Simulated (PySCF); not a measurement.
Match each property card to its molecule.

Structures:
1. `C(=C)N=C=O`
2. `C([C@@H](F)C)#CCC(=O)OC`
3. `C(C(C)C)[N](C)[GeH3]`
4. `n1ccccc1F`

Card P (geometry PBE0-D3(BJ)/def2-SVP):
* Rotational constants A, B, C: 5.910, 2.704, 1.855 GHz
* Static isotropic polarisability (PBE0/def2-SVPD): 62.1 au
* Lowest singlet excitation (TDDFT PBE0/def2-SVPD): 5.28 eV (235 nm, f = 0.003)
* Dipole moment (PBE0/def2-SVPD): 3.28 D
* HOMO energy (PBE0/def2-SVPD): -7.71 eV

Card Q (geometry PBE0-D3(BJ)/def2-SVP):
- Rotational constants A, B, C: 2.532, 0.983, 0.845 GHz
- Static isotropic polarisability (PBE0/def2-SVPD): 103.1 au
- HOMO energy (PBE0/def2-SVPD): -6.17 eV
- Lowest triplet excitation (Tamm–Dancoff) (TDA PBE0/def2-SVPD): 5.17 eV
- Vertical ionisation energy (ΔSCF PBE0/def2-SVPD): 7.92 eV
- Point group: C1

Card R (geometry PBE0-D3(BJ)/def2-SVP):
* Rotational constants A, B, C: 25.315, 2.814, 2.532 GHz
* Static isotropic polarisability (PBE0/def2-SVPD): 48.7 au
* Dipole moment (PBE0/def2-SVPD): 2.31 D
* Point group: Cs
* Lowest singlet excitation (TDDFT PBE0/def2-SVPD): 6.09 eV (204 nm, f = 0.313)
* 13C chemical shifts (computed TMS as zero) by class (GIAO PBE0/pcSseg-1): 132.4 (1 C), 126.8 (1 C), 122.1 (1 C) ppm

Card S (geometry PBE0-D3(BJ)/def2-SVP):
- Rotational constants A, B, C: 2.910, 0.490, 0.451 GHz
- Static isotropic polarisability (PBE0/def2-SVPD): 93.3 au
- Dipole moment (PBE0/def2-SVPD): 1.10 D
- 13C chemical shifts (computed TMS as zero) by class (GIAO PBE0/pcSseg-1): 172.1 (1 C), 87.8 (1 C), 86.4 (1 C), 79.1 (1 C), 52.9 (1 C), 27.9 (1 C), 24.5 (1 C) ppm
- Strongest line among the 10 lowest singlet transitions (TDDFT PBE0/def2-SVPD): S10 at 7.86 eV (158 nm, f = 0.088)

Each SMILES stands for a single optimised conformer of the isolated species, non-relativistic unless stated. Electronic properties by PySCF. NMR classes are plain means over equivalent atoms (diastereotopic ones count apart unless rotation or inversion swaps them), as if these changed places fast.

Task: Which card belongs to which structure?

Result: P = 4, Q = 3, R = 1, S = 2. What ties each card to its structure:
- 1 (card R), C3H3NO, monoisotopic mass 69.0 u, 5 heavy atoms: 3 C in 3 classes; the least shielded carbon (132.4 ppm) is a vinylic carbon bearing nitrogen; an asymmetric top with C = 2.532 GHz, the highest such constant on the cards; polarisability 48.7 au for 36 electrons, the smallest shown; dipole 2.31 D.
- 2 (card S), C7H9FO2, monoisotopic mass 144.1 u, 10 heavy atoms: 7 C in 7 classes; the least shielded carbon (172.1 ppm) is an ester carbonyl carbon; an asymmetric top with C = 0.451 GHz, the lowest such constant on the cards; polarisability 93.3 au for 76 electrons; dipole 1.10 D.
- 3 (card Q), C5H15GeN, monoisotopic mass 163.0 u, 7 heavy atoms: an asymmetric top with C = 0.845 GHz; polarisability 103.1 au for 84 electrons, the largest shown.
- 4 (card P), C5H4FN, monoisotopic mass 97.0 u, 7 heavy atoms: an asymmetric top with C = 1.855 GHz; polarisability 62.1 au for 50 electrons; dipole 3.28 D.
